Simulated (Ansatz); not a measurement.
Species: sum formula AlHBr2 (charge 0, singlet). 
Coordinates optimised at B3LYP-D3(BJ)/def2-TZVP (Ansatz, a program for electronic structure):
SMILES: [Br][AlH][Br]
```xyz
4

Br     1.8719    -0.2022    -0.4928
Al     0.0186     0.9356     0.0878
Br    -1.8802    -0.2164     0.4535
H      0.0494     2.4876     0.2333
```
Charge 0, spin multiplicity 1.

Dipole moments at this geometry, in debye (magnitudes).

```
level               program  dipole (D)
------------------  -------  ----------
B3LYP/def2-TZVPD     Ansatz        0.94
BHLYP/def2-TZVPD     Ansatz        1.04
r2SCANh/def2-TZVPD   Ansatz        0.92
r2SCAN0/def2-TZVPD   Ansatz        0.97
HSE06/def2-TZVPD     Ansatz           ?
CCSD(T)/def2-SVPD    Ansatz           ?
```

Task: Some entries are withheld; supply them.

Result: 
- HSE06/def2-TZVPD, dipole (D): 0.94
- CCSD(T)/def2-SVPD, dipole (D): 0.90
